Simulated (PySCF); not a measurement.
GaH, SMILES [GaH] (connectivity only; charge and spin as stated), neutral, multiplicity 1. Heavy atoms are numbered as in [GaH:1]. Hydrogens are named by the atom that carries them.

Coordinates come from a B3LYP-D3(BJ)/def2-TZVPD optimisation.

The numbers are results of ωB97X/def2-TZVPD in PySCF, not measurements.

Mulliken values depend strongly on the basis, most of all with diffuse functions as here. Atomic charges (e), one atom of each kind:

```csv
atom,Mulliken,meta-Löwdin
Ga1 (GaH),0.22,(withheld)
H on Ga1,-0.22,(withheld)
```

Task: Fill in the missing entries. (Estimate from the structure and the level; the computed values follow.)

Result: 
- Ga1 (GaH), meta-Löwdin: 0.15
- H on Ga1, meta-Löwdin: -0.15
